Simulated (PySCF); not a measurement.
HgO at PBE

Computed with PBE; basis Hg def2-SVPD with ECP60, O def2-SVPD; scalar-relativistic core potentials; PySCF 2.14.

```
state                                           : ³Π (triplet), unpaired electrons σ ↑, π ↑
bond length                                     : 2.237 Å
harmonic wavenumber                             : 284 cm⁻¹
force constant                                  : 0.704 mdyn/Å
rotational constant Be                          : 0.2273 cm⁻¹
anharmonicity ωexe                              : 4.14 cm⁻¹
vibration–rotation constant αe                  : 0.00360 cm⁻¹
well depth De to Hg + O                         : 0.63 eV
dissociation energy D0                          : 0.61 eV
bond order (Mayer)                              : 0.61
dipole moment (positive dipole means Hg(−)O(+)) : -2.19 D
```

Spin–orbit coupling is left out, which matters for elements this heavy, above all for dissociation energies. The state is the lowest determinant that a PBE0 search found; another state may lie lower at other levels.
